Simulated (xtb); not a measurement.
C4H5 (SMILES [CH]1[C@@H]2C[C@H]12), doublet, from a rough starting geometry; xtb with GFN2-xTB.

The xtb input:
```
$ xtb mol.xyz --gfn 2 --uhf 1 --opt vtight --json

# file mol.xyz
9

C     -0.08227313     1.27262310     0.46372462
C     -0.01864917    -0.98700287     0.44252666
C      0.75930367     0.11981488    -0.15748568
C     -0.80437770     0.14346484    -0.17869247
H     -0.06311904     2.22835265    -0.06318610
H      0.00123271    -1.05212516     1.58249561
H     -0.04871492    -1.96108377    -0.05196948
H      1.47009277     0.15647471    -1.05502200
H     -1.42205236     0.14857859    -1.03063328
```

What the program printed (banner, timings and long lists left out):

```
   ID    Z sym.   atoms
    1    6 C      1-4
    2    1 H      5-9

           -------------------------------------------------
          |                Calculation Setup                |
           -------------------------------------------------

           -------------------------------------------------
          |                 G F N 2 - x T B                 |
           -------------------------------------------------

          ...................................................
          :                      SETUP                      :
          :.................................................:
          :  # basis functions                  21          :
          :  # atomic orbitals                  21          :
          :  # shells                           13          :
          :  # electrons                        21          :
          :  max. iterations                   250          :
          :  Hamiltonian                  GFN2-xTB          :
          :  restarted?                      false          :
          :  GBSA solvation                  false          :
          :  PC potential                    false          :
          :  electronic temp.          300.0000000     K    :
          :  accuracy                    1.0000000          :
          :  -> integral cutoff          0.2500000E+02      :
          :  -> integral neglect         0.1000000E-07      :
          :  -> SCF convergence          0.1000000E-05 Eh   :
          :  -> wf. convergence          0.1000000E-03 e    :
          :  Broyden damping             0.4000000          :
          :  net charge                          0          :
          :  unpaired electrons                  1          :
          ...................................................

 iter      E             dE          RMSdq      gap      omega  full diag
   1    -11.0602039 -0.110602E+02  0.323E+00    4.69       0.0  T
   2    -11.0727932 -0.125893E-01  0.214E+00    4.18       1.0  T
   3    -11.0708052  0.198800E-02  0.127E+00    4.69       1.0  T
   4    -11.0793479 -0.854274E-02  0.444E-01    4.42       1.0  T
   5    -11.0802284 -0.880497E-03  0.114E-01    4.48       1.0  T
   6    -11.0802908 -0.623257E-04  0.518E-02    4.49       1.0  T
   7    -11.0802931 -0.237518E-05  0.290E-02    4.49       1.1  T
   8    -11.0802961 -0.293156E-05  0.493E-03    4.49       6.8  T
   9    -11.0802961 -0.599250E-07  0.125E-03    4.49      26.6  T
  10    -11.0802961 -0.781587E-08  0.326E-04    4.49     102.2  T
  11    -11.0802961 -0.110685E-09  0.424E-05    4.49     785.5  T

   *** convergence criteria satisfied after 11 iterations ***

         :::::::::::::::::::::::::::::::::::::::::::::::::::::
         ::                     SUMMARY                     ::
         :::::::::::::::::::::::::::::::::::::::::::::::::::::
         :: total energy             -10.929093904574 Eh    ::
         :: gradient norm              0.101135808937 Eh/a0 ::
         :: HOMO-LUMO gap              4.493830040561 eV    ::
         ::.................................................::
         :: SCC energy               -11.080295313463 Eh    ::
         :: -> isotropic ES            0.001208160116 Eh    ::
         :: -> anisotropic ES          0.001958981428 Eh    ::
         :: -> anisotropic XC          0.008880451290 Eh    ::
         :: -> dispersion             -0.003680455686 Eh    ::
         :: repulsion energy           0.151201408889 Eh    ::
         :: add. restraining           0.000000000000 Eh    ::
         :: total charge               0.000000000000 e     ::
         :::::::::::::::::::::::::::::::::::::::::::::::::::::

      -----------------------------------------------------------
     |                   =====================                   |
     |                        A N C O P T                        |
     |                   =====================                   |
     |               Approximate Normal Coordinate               |
     |                Rational Function Optimizer                |
      -----------------------------------------------------------
      -----------------------------------------------------------
     |                   =====================                   |
     |                        A N C O P T                        |
     |                   =====================                   |
     |               Approximate Normal Coordinate               |
     |                Rational Function Optimizer                |
      -----------------------------------------------------------

          ...................................................
          :                      SETUP                      :
          :.................................................:
          :   optimization level         verytight          :
          :   max. optcycles                   200          :
          :   ANC micro-cycles                  20          :
          :   degrees of freedom                21          :
          :.................................................:
          :   RF solver                   davidson          :
          :   write xtbopt.log                true          :
          :   linear?                        false          :
          :   energy convergence         0.1000000E-06 Eh   :
          :   grad. convergence          0.2000000E-03 Eh/α :
          :   maxmium RF displ.          1.0000000          :
          :   Hlow (freq-cutoff)         0.1000000E-01      :
          :   Hmax (freq-cutoff)         5.0000000          :
          :   S6 in model hess.         20.0000000          :
          ...................................................

generating ANC from exact Hessian ...
Using Lindh-Hessian (1995)
 Shifting diagonal of input Hessian by    0.0000000000000000
 Lowest  eigenvalues of input Hessian
    0.000000    0.000000    0.000000    0.000000    0.000000    0.000000
[...]
 * total energy  :   -10.9290939 Eh     change       -0.1011813E-10 Eh
 * total energy  :   -10.9403798 Eh     change       -0.1128594E-01 Eh
 * total energy  :   -10.9421475 Eh     change       -0.1767665E-02 Eh
 * total energy  :   -10.9423658 Eh     change       -0.2183163E-03 Eh
 * total energy  :   -10.9424149 Eh     change       -0.4911021E-04 Eh
 * total energy  :   -10.9424217 Eh     change       -0.6776202E-05 Eh
 * total energy  :   -10.9424228 Eh     change       -0.1072252E-05 Eh
 * total energy  :   -10.9424230 Eh     change       -0.1758585E-06 Eh
 * total energy  :   -10.9424230 Eh     change       -0.6565895E-07 Eh
   *** GEOMETRY OPTIMIZATION CONVERGED AFTER 9 ITERATIONS ***
[...]
   1    -11.1226742 -0.111227E+02  0.212E-05    4.07       0.0  T
   2    -11.1226742 -0.188294E-12  0.119E-05    4.07    2796.7  T
   3    -11.1226742  0.213163E-13  0.377E-06    4.07    8849.5  T

   *** convergence criteria satisfied after 3 iterations ***

         :::::::::::::::::::::::::::::::::::::::::::::::::::::
         ::                     SUMMARY                     ::
         :::::::::::::::::::::::::::::::::::::::::::::::::::::
         :: total energy             -10.942423020912 Eh    ::
         :: gradient norm              0.000061987402 Eh/a0 ::
         :: HOMO-LUMO gap              4.068286037201 eV    ::
         ::.................................................::
         :: SCC energy               -11.122673427682 Eh    ::
         :: -> isotropic ES            0.001616692116 Eh    ::
         :: -> anisotropic ES          0.001576023682 Eh    ::
         :: -> anisotropic XC          0.007929130601 Eh    ::
         :: -> dispersion             -0.003691493993 Eh    ::
         :: repulsion energy           0.180250406770 Eh    ::
         :: add. restraining           0.000000000000 Eh    ::
         :: total charge               0.000000000000 e     ::
         :::::::::::::::::::::::::::::::::::::::::::::::::::::

           -------------------------------------------------
          |                Property Printout                |
           -------------------------------------------------

    * Orbital Energies and Occupations

         #    Occupation            Energy/Eh            Energy/eV
      -------------------------------------------------------------
         1        2.0000           -0.6643711             -18.0785
         2        2.0000           -0.5944829             -16.1767
         3        2.0000           -0.5694276             -15.4949
         4        2.0000           -0.5518316             -15.0161
         5        2.0000           -0.5248111             -14.2808
         6        2.0000           -0.4910263             -13.3615
         7        2.0000           -0.4575284             -12.4500
         8        2.0000           -0.4489868             -12.2176
         9        2.0000           -0.4382741             -11.9260
        10        2.0000           -0.4167976             -11.3416
        11        1.0000           -0.2928649              -7.9693 (HOMO)
        12                         -0.1433581              -3.9010 (LUMO)
        13                          0.0537970               1.4639
        14                          0.0902978               2.4571
        15                          0.0941529               2.5620
        16                          0.1602262               4.3600
        17                          0.1944297               5.2907
        18                          0.2561949               6.9714
        19                          0.2886081               7.8534
        20                          0.3797241              10.3328
        21                          0.5070859              13.7985
      -------------------------------------------------------------
                  HL-Gap            0.1495068 Eh            4.0683 eV
             Fermi-level           -0.2864714 Eh           -7.7953 eV

     #   Z          covCN         q      C6AA      α(0)
     1   6 C        2.997    -0.104    30.621     9.077
     2   6 C        3.918    -0.048    21.369     6.570
     3   6 C        3.854    -0.007    20.670     6.466
     4   6 C        3.854    -0.007    20.670     6.466
     5   1 H        0.926     0.028     2.620     2.531
     6   1 H        0.925     0.057     2.240     2.341
     7   1 H        0.925     0.031     2.566     2.505
     8   1 H        0.926     0.026     2.649     2.545
     9   1 H        0.926     0.026     2.649     2.545

 Mol. C6AA /au·bohr⁶  :        738.670017
 Mol. C8AA /au·bohr⁸  :      17171.245296
 Mol. α(0) /au        :         41.047170

Wiberg/Mayer (AO) data.
largest (>0.10) Wiberg bond orders for each atom

 ---------------------------------------------------------------------------
     #   Z sym  total        # sym  WBO       # sym  WBO       # sym  WBO
 ---------------------------------------------------------------------------
     1   6 C    3.364 --     3 C    1.157     4 C    1.157     5 H    0.974
     2   6 C    3.962 --     3 C    0.986     4 C    0.986     7 H    0.979
                             6 H    0.969
     3   6 C    3.866 --     1 C    1.157     2 C    0.986     8 H    0.966
                             4 C    0.737
     4   6 C    3.866 --     1 C    1.157     2 C    0.986     9 H    0.966
                             3 C    0.737
     5   1 H    0.999 --     1 C    0.974
     6   1 H    0.997 --     2 C    0.969
     7   1 H    0.999 --     2 C    0.979
     8   1 H    0.999 --     3 C    0.966
     9   1 H    0.999 --     4 C    0.966
 ---------------------------------------------------------------------------

Topologies differ in total number of bonds
Writing topology from bond orders to xtbtopo.mol

molecular dipole:
                 x           y           z       tot (Debye)
 q only:        0.002      -0.263      -0.045
   full:        0.007      -0.353      -0.575       1.714
molecular quadrupole (traceless):
                xx          xy          yy          xz          yz          zz
 q only:       -0.111       0.021      -0.066       0.006      -0.637       0.177
  q+dip:       -1.185       0.020       0.361       0.035      -1.342       0.824
   full:       -0.794       0.025       0.189       0.040      -1.519       0.605

optimized geometry written to: xtbopt.xyz

           -------------------------------------------------
          | TOTAL ENERGY              -10.942423020912 Eh   |
          | GRADIENT NORM               0.000061987402 Eh/α |
          | HOMO-LUMO GAP               4.068286037201 eV   |
           -------------------------------------------------
```
